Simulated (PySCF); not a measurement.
# LuO(OH) at several levels of theory

Computed with PySCF 2.14.0 (density fitting, no spin-orbit coupling) at the geometry relaxed with PBE0:

```xyz
4
LuO(OH) (singlet in the valence; each metal's 4f electrons, 14 of them, lie in its core potential, out of spins and levels)
Lu   -0.0253   -0.0511   -0.3966
O     1.2407    0.0362    0.8990
O    -1.8971    0.0202    0.3225
H    -2.3489    0.0835    1.1664
```

```
level                                                 basis    state  HOMO (eV)  gap (eV)  charge on Lu1 (e)  population of f-type functions on Lu1 (polarisation alone where 4f lies in the core)  dipole about the centre of mass (D)  largest force component (eV/Å)
 PBE0     Lu lcecp-1-SVP with ECP60, O def2-SVP, H def2-SVP  singlet      -6.32      3.92               0.76                                                                                  0.07                                 6.26                            0.01
 PBE0  Lu lcecp-1-TZVP with ECP60, O def2-TZVP, H def2-TZVP  singlet      -6.33      3.92               1.24                                                                                  0.06                                 6.52                            0.28
```

In the lcecp rows the 4f levels are missing from HOMO and gap, and the state counts the valence alone.

Charges are Mulliken's, which hang on the basis. The relaxation used the grid (50, 194), these runs (75, 302) or, all-electron (x2c bases, spin-free X2C Hamiltonian), (99, 590).

**Question.** A further run in the first row's basis gives HOMO (eV) -4.89, gap (eV) 1.96, charge on Lu1 (e) 0.61, population of f-type functions on Lu1 (polarisation alone where 4f lies in the core) 0.07, dipole about the centre of mass (D) 5.59, largest force component (eV/Å) 0.91. Which level was it?
A. revPBE
B. CAM-B3LYP

**Answer.** A. The others give HOMO -7.66 eV (CAM-B3LYP).

In the first row's basis the gap widens with exact exchange: 2.0 eV for revPBE (none); 3.9 eV for PBE0 (a fixed share); 5.9 eV for CAM-B3LYP (rising or full at long range).

An lcecp potential fixes the number of 4f electrons, so in runs with it no electron can move into or out of that shell.
